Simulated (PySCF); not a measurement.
Coordinates in bohr (charge 1 multiplicity 1):
```
Rh    0.0000    0.0000    0.0000
S     3.9215    0.0000    0.0000
S    -1.9607    3.3961    0.0000
S    -1.9607   -3.3961    0.0000
```

Level of theory: PBE in PySCF with Rh def2-SVP with ECP28, S def2-SVP; scalar-relativistic core potentials, no spin–orbit coupling; density-fitted integrals.

This geometry of RhS₃⁺ is a stationary point at this level.

Question: What is the point group?

Answer: D3h.

Question: Is it a minimum?

Answer: Yes: all harmonic wavenumbers are real.

Question: List the harmonic modes with their infrared intensities.

Answer: 
```
symmetry  ω (cm⁻¹)  IR (km/mol, summed over degenerate members)
    a2''        64                                          1.4
      e'       156                                          5.1
     a1'       472                                          0.0
      e'       529                                         12.3
```

Question: Give the atomic charges and bond orders.

Answer: 
| atom | Mulliken | Löwdin | polar tensor | Mayer order to Rh1 |
| --- | --- | --- | --- | --- |
| Rh1 | 0.06 | -0.93 | 0.61 | – |
| S2,3,4 | 0.31 | 0.64 | 0.13 | 1.75 |
Other Mayer orders above 0.3: S–S 0.55 (×3).

In D3h the vibrations span a2'' + 2e' + a1'. The a1' mode carries no infrared intensity, as symmetry demands.

Only a few start shapes were tried, so a lower isomer may exist.
